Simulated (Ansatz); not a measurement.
Cartesian coordinates in Å:
```
C 0.147 0.272 1.979
Ta -0.260 0.180 -0.155
C 1.544 -0.438 -1.199
N -0.679 1.804 -0.702
N -1.786 -1.015 -0.558
H 1.029 0.901 2.157
H -0.675 0.698 2.561
H 0.363 -0.727 2.381
H 2.377 0.213 -0.907
H 1.458 -0.384 -2.287
H 1.817 -1.468 -0.933
H -0.895 2.738 -1.007
H -2.661 -0.771 -0.996
H -1.778 -2.002 -0.333
```

Charge 0, multiplicity 1. Ta: def2 effective core potential.

(1) List the CAM-B3LYP/def2-TZVPP orbital energies in eV (the Gaussian-basis code of Ansatz). (Best estimate.)

## Answers

(1) The calculation gave: Occupied: -391.10, -390.22, -277.73, -277.73, -76.33, -42.33, -42.03, -41.80, -24.80, -22.38, -20.35, -20.20, -15.25, -13.34, -12.90, -12.48, -12.44, -12.28, -12.20, -9.78, -9.72, -9.34, -8.83, -8.44. Lowest empty: 0.31, 0.74, 1.22, 1.24, 2.31, 2.64, 2.74, 2.83.
